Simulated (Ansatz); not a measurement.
Wavefunction ladder for CH$_{4}$InO, SMILES `[CH3][In][OH]` radical

| atom | x (Å) | y (Å) | z (Å) |
| --- | --- | --- | --- |
| C1 | -0.1302 | 1.2264 | 0.2907 |
| In2 | -0.4373 | -0.9313 | 0.6129 |
| O3 | 0.4496 | -2.0073 | -0.8386 |
| H4 | 0.3489 | 1.6587 | 1.1681 |
| H5 | -1.0954 | 1.7014 | 0.1190 |
| H6 | 0.5094 | 1.3115 | -0.5883 |
| H7 | 0.3550 | -2.9594 | -0.7638 |

The species carries charge 0 and has multiplicity 2. Correlated methods include outer-core shells of In, which these sets cover unevenly. In takes the def2 core potential. The geometry is a stationary point of PBE0-D4/def2-TZVP. It is one conformer, not always the lowest. Frozen core, unrestricted reference, Ansatz 0.2.0.

```
     basis     HF (Eh)  MP2 corr.  CCSD corr.       (T)  CCSD(T) total
  def2-SVP  -304.16115   -0.41140    -0.43957  -0.01254     -304.61326
def2-TZVPP  -304.31474   -0.69746    -0.70776  -0.02502     -305.04752
def2-QZVPP  -304.32222   -0.91654           –         –              –
```
